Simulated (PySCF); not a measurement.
## What settings do to a single point of Bi(NH2)5

The sound run of Bi(NH2)5 (singlet) uses PySCF 2.14.0, RKS BP86, Bi def2-SVP with ECP60, N def2-SVP, H def2-SVP; non-relativistic Hamiltonian with scalar-relativistic core potentials where named; density fitting; no spin-orbit coupling, grid (50, 194), threshold 1e-8 Eh and 55 cycles, at the relaxed geometry:

```xyz
16

Bi    0.0703    0.0000    0.0034
N    -1.1432    0.0000    1.8617
H    -0.8181    0.8221    2.4022
H    -0.8181   -0.8221    2.4022
N    -1.1909    0.0000   -1.7988
H    -0.8645   -0.8252   -2.3328
H    -0.8645    0.8252   -2.3328
N     2.2862    0.0000    0.1503
H     2.5746   -0.8224   -0.4098
H     2.5746    0.8224   -0.4098
N     0.1542    2.2509   -0.1700
H     0.6372    2.5875    0.6840
H    -0.8223    2.5776   -0.0454
N     0.1542   -2.2509   -0.1700
H    -0.8223   -2.5776   -0.0454
H     0.6372   -2.5875    0.6840
```

There Bi1 has a Mulliken charge of 0.80 e and the dipole about the centre of mass is 1.35 D. Each run below changes one thing and starts from free metal ions and neutral atoms unless it says otherwise; with 55 cycles, smearing, a level shift and second-order steps follow where DIIS fails, and their cycles count. Energy shifts count from the sound run.

```csv
change,outcome,cycles,energy shift (eV),largest force component (eV/Å),charge on Bi1 (e),dipole about the centre of mass (D)
cycle limit 8,not converged,8,–,–,–,–
all coordinates × 1.12,converged,13,3.52,3.01,0.79,1.20
threshold 0.001,converged,6,0.0329,0.27,0.80,0.95
"spin (2S) set to 8, limit 100 cycles",converged,55,19.16,2.74,0.12,1.55
```

(1) How does the run with this change end: grid (40, 110)?

Unsound on purpose, so not properties of the compound: spin (2S) set to 8, limit 100 cycles.

Forces carry noise of the integration grid, about 0.01 to 0.03 eV/Å.

Answers

(1) outcome converged, cycles 11, energy shift (eV) -0.0054, largest force component (eV/Å) 0.04, charge on Bi1 (e) 0.80, dipole about the centre of mass (D) 1.35.
